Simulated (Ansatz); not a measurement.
Reaction (ligand exchange at a Ga–Br bond): `[OH][GaH][Br]` + H–F → `[OH][GaH][F]` + HBr

Computed with Ansatz on PBE0-D4/def2-TZVP structures; ΔE is electronic, products minus reactants. CBS: MP2 limit from def2 TZ/QZ plus the TZ coupled-cluster correction, frozen cores. This one scheme is used for every species. DFT in def2-TZVPP. B3LYP here is the variant with VWN-RPA as its local correlation; programs differ in this. HSE06 is defined as in plane-wave codes. For Br, Ga outer-core shells are correlated without core-valence functions, which leaves a few kJ/mol of doubt a bond. Scalar relativity is left out up to krypton. Each species was taken in one conformer, which may not be the lowest.

```tsv
level	ΔE (kJ/mol)	difference from CCSD(T)/CBS
BLYP-D4	39.1	-12.8
PBE0-D4	53.8	1.9
B3LYP-D4	44.7	-7.2
CAM-B3LYP-D4	39.3	-12.6
ωB97X-V	42.4	-9.5
revPBE	43.6	-8.3
BLYP	33.7	-18.2
r2SCANh	47.0	-4.9
HSE06	51.8	-0.1
BHLYP	44.6	-7.3
MP2/def2-SVP	33.9	-18.0
MP2/def2-TZVPP	49.9	-2.0
CCSD/def2-TZVPP	45.6	-6.3
HF/def2-QZVPP	44.2	-7.7
SCS-MP2/def2-QZVPP	45.7	-6.2
MP2/CBS(def2)	55.7	3.8
CCSD(T)/CBS	51.9	0
```

Largest T1 diagnostic among the species: 0.015.

Leaving LDA and LC-ωPBE aside and taking each functional with its dispersion term where it has one, the values, not all of them listed here, spread over 15.5 kJ/mol, from B97M-V to HSE06-D4. At CCSD(T), def2-SVP lies −21.4 kJ/mol from the extrapolated value and def2-TZVPP −5.9 kJ/mol.
